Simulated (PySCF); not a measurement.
Structure problem from calculated spectra and properties.

Formula: H9NSi3.

- Rotational structure: rotational constants A, B, C: 3.058, 3.039, 1.610 GHz [PBE0-D3(BJ)/def2-SVP]
- Polarisability: 88.8 au [PBE0/def2-SVPD]
- Valence photoelectron: vertical ionisation energy: 9.32 eV [ΔSCF PBE0/def2-SVPD]
- XPS: Si2p3/2 107.2 (×3), N1s 403.9, Si1s 1847.1 (×3) eV [ΔSCF SCAN, pcX-2 on the ionised atom, pcseg-1 elsewhere, spin-free X2C, 2p3/2 from a spin–orbit splitting computed afterwards within the 2p shell]
- UV, strongest line: among the 10 lowest singlet transitions: S2 at 6.98 eV (178 nm, f = 0.073) [TDDFT PBE0/def2-SVPD]
- 1H NMR: chemical shifts (computed TMS as zero) by class: 4.31 (9 H) ppm [GIAO HF/pcSseg-2]
- UV, first state: lowest singlet excitation: 5.83 eV (213 nm, f = 0.001) [TDDFT PBE0/def2-SVPD]

Electronic properties: PySCF, gas phase, density fitting. Levels stand in brackets. Geometry: PBE0-D3(BJ)/def2-SVP; no solvent, vibrations or thermal averaging. Each NMR value is the plain mean over a class of atoms that symmetry, rotation or inversion makes alike.

Problem. What is the compound? Reason from the data.

Solution. Numbering: `[SiH3:1][N:2]([SiH3:3])[SiH3:4]`. Its formula, H9NSi3, gives 0 degrees of unsaturation, so no ring and no π bond. All hydrogens form one class (4.31 ppm): Si–H hydrogen. The core levels belong to: Si2p3/2 107.2 eV, SiH3 silicon [Si1/Si3/Si4]; N1s 403.9 eV, nitrogen bridging silicon atoms [N2]; Si1s 1847.1 eV, SiH3 silicon [Si1/Si3/Si4]. S1 is mainly HOMO→LUMO (weight 0.99); the largest Löwdin shares of the orbital it empties are 0.48 on the nitrogen bridging silicon atoms and 0.08 on each of 3 atoms of one kind (SiH3 silicon), of the orbital it fills 0.16 on each of 3 atoms of one kind (SiH3 silicon) and 0.09 on the nitrogen bridging silicon atoms. By its constants the optimised geometry is a nearly oblate symmetric top. Structure: `[SiH3]N([SiH3])[SiH3]`. Computed isomers that give other values at the same levels: `[SiH3]N[SiH2][SiH3]` (rotational constant A: 4.668 GHz; this holds for the one conformer computed). The assignments are read from this structure; whether some other isomer fits the data as well wasn't checked.
